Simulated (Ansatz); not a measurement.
CH6FInSi, SMILES `F[CH2][InH][SiH3]`, relaxed with RKS PBE0-D4/def2-TZVP in Ansatz from a PBE-D4/def2-SVP geometry. The force threshold is 0.005 eV/Å; the program also tests the step.

Total charge 0; spin multiplicity 1. In takes the def2 core potential.

Start:

```xyz
10

F     0.895   -2.721   -1.496
C     0.561   -1.969   -0.377
In    0.114    0.137   -0.914
Si   -0.599    1.843    0.926
H    -0.325   -2.422    0.125
H     1.401   -1.996    0.355
H     0.245    0.572   -2.606
H    -2.006    1.539    1.381
H    -0.574    3.276    0.460
H     0.286    1.742    2.145
```

| step | energy (eV) | largest force (eV/Å) | largest move (Å) |
| --- | --- | --- | --- |
| 1 | -16896.7385 | 0.589 | 0.000 |
| 2 | -16896.7698 | 0.206 | 0.076 |
| 3 | -16896.7761 | 0.121 | 0.036 |
| 4 | -16896.7769 | 0.059 | 0.011 |
| 5 | -16896.7770 | 0.042 | 0.013 |
| 6 | -16896.7771 | 0.006 | 0.012 |
| 7 | -16896.7772 | 0.006 | 0.009 |
| 8 | -16896.7772 | 0.007 | 0.013 |
| 9 | -16896.7773 | 0.012 | 0.036 |
| 10 | -16896.7773 | 0.012 | 0.008 |
| 11 | -16896.7774 | 0.015 | 0.028 |
| 13 | -16896.7776 | 0.033 | 0.003 |
| 15 | -16896.7779 | 0.008 | 0.045 |
| 17 (rejected) | -16896.7778 | 0.041 | 0.003 |
| 19 | -16896.7781 | 0.009 | 0.047 |
| 21 | -16896.7782 | 0.014 | 0.051 |
| 23 | -16896.7784 | 0.019 | 0.036 |
| 25 (rejected) | -16896.7784 | 0.048 | 0.055 |
| 27 | -16896.7787 | 0.024 | 0.027 |
| 29 | -16896.7788 | 0.032 | 0.018 |
| 31 | -16896.7791 | 0.022 | 0.056 |
| 33 | -16896.7792 | 0.027 | 0.006 |
| 35 | -16896.7793 | 0.003 | 0.026 |
| 37 | -16896.7793 | 0.023 | 0.051 |
| 39 | -16896.7794 | 0.006 | 0.003 |
| 40 | -16896.7794 | 0.003 | 0.008 |

End:

```xyz
10

F     0.932   -2.695   -1.471
C     0.695   -1.894   -0.360
In   -0.067    0.078   -0.912
Si   -0.627    1.798    0.929
H    -0.019   -2.414    0.288
H     1.633   -1.800    0.198
H    -0.283    0.430   -2.588
H    -2.091    2.076    0.943
H     0.072    3.090    0.682
H    -0.245    1.331    2.291
```

Run time 100 s (4 threads of an Arm Neoverse V2 on a shared host); peak host memory 0.48 GiB.
